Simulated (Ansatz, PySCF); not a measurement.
C₂H₄BF₂N, SMILES FB(/C=N/C)F.

Coordinates come from a B3LYP-D3(BJ)/def2-SVP optimisation. The structure was generated by enumeration; whether it is a known compound was not checked. The values are those of a single conformer.

Vertical ionisation energy (IE) and electron affinity (EA) in eV. Rows of orbital energies are one-electron estimates. Where ΔSCF, EOM or ADC give a negative EA the extra electron is unbound and the value depends on the basis.

```
level                                                                        IE          EA
-------------------------------------------------------------------  ----------  ----------
−ε(HOMO), −ε(LUMO), PBE0/def2-TZVP (PySCF)                           (withheld)  (withheld)
−ε(HOMO), −ε(LUMO), PBE/def2-TZVP (PySCF)                                  6.16        2.91
ΔSCF, PBE0/def2-SVPD (Ansatz), final states of multiplicity 2 and 2        9.95       -0.01
ΔSCF, PBE/def2-SVPD (Ansatz), final states of multiplicity 2 and 2         9.78        0.00
```

### Question
Fill in the missing entries. (An estimate is asked for; the answer gives what the named calculation found.)

### Answer

- −ε(HOMO), −ε(LUMO), PBE0/def2-TZVP (PySCF), IE: 7.69
- −ε(HOMO), −ε(LUMO), PBE0/def2-TZVP (PySCF), EA: 1.90

### Question
What vertical singlet–triplet gap does ΔSCF give with PBE0/def2-SVPD (Ansatz, a quantum-chemistry and plane-wave program) and with PBE/def2-SVPD (Ansatz)? (An estimate is asked for; the answer gives what the named calculation found.)

### Answer
3.05 and 3.04 eV (triplet above singlet where positive).
